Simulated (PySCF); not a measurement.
This sextet lies 0.75 eV below the relaxed quartet at the level B3LYP-D3(BJ)/def2-TZVP // BP86-D3(BJ)/def2-SVP (PySCF).

## [Fe(Cl)3] (charge 0, multiplicity 6)

Computed with PBE-D3(BJ)/def2-TZVP // BP86-D3(BJ)/def2-SVP (PySCF).

```yaml
highest_occupied_spin_orbital: -7.31 eV
dipole_moment: 0.01 D
charge on the central atom (Mulliken): 0.75 e
charge on the central atom (meta-Löwdin): 1.24 e
spin population on the central atom (Mulliken): 3.87
total_energy: -2643.7212 Ha
cost: very roughly 6 core-minutes
```

```xyz
4

Fe     0.0041     0.0058    -0.0128
Cl    -0.6379     1.9742     0.5689
Cl    -1.4548    -1.5006    -0.4898
Cl     2.1022    -0.4565    -0.1118
```
Charge 0, spin multiplicity 6.
